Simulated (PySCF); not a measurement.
Numbering as in the mapped SMILES `[CH3:1][N:2]([SiH3:3])[Si@@H:4]([CH3:5])[PH2:6]`. Each H is labelled by its parent atom.

- structure optimised with GFN2-xTB
- shielding tensors at PBE0/pcSseg-1 (GIAO)
- run in PySCF 2.14
- one computed conformer, in vacuum, no relativistic terms, fast rotation and ring inversion assumed for equivalent nuclei

Problem. List the cross peaks expected in HSQC, COSY and HMBC spectra.

Solution. 

HSQC (one-bond C–H):
```
          δH         δC
2.80 (H(C1))  39.7 (C1)
0.50 (H(C5))   3.2 (C5)
```

COSY cross peaks (H two or three bonds apart, from the bond graph; peaks can be absent where the dihedral angle is near 90°):
```
           δH            δH
5.33 (H(Si4))  0.82 (H(P6))
5.33 (H(Si4))  0.50 (H(C5))
```

HMBC (two and three bonds, from the bond graph):
```
           δH                   δC
5.33 (H(Si4))  39.7 (C1), 3.2 (C5)
4.67 (H(Si3))            39.7 (C1)
 0.82 (H(P6))             3.2 (C5)
```

Referencing at the same level of theory: TMS for $^{1}$H and $^{13}$C.

Short H···H contacts in this conformer between protons four or more bonds apart (candidates for NOE cross peaks, intensity ∝ r⁻⁶): H(C1)···H(Si3) 2.40 Å, H(Si3)···H(C5) 2.61 Å, H(C1)···H(Si4) 2.79 Å.

Shifts are as computed. Against solution values, carbons near 30 ppm lie about +3 ppm off and those near 130 ppm about +5 ppm. Of 1211 compounds with measured shifts, 218 miss one by over three times the rms of a fit or turn the order of signals round; such compounds aren't used in these exercises.
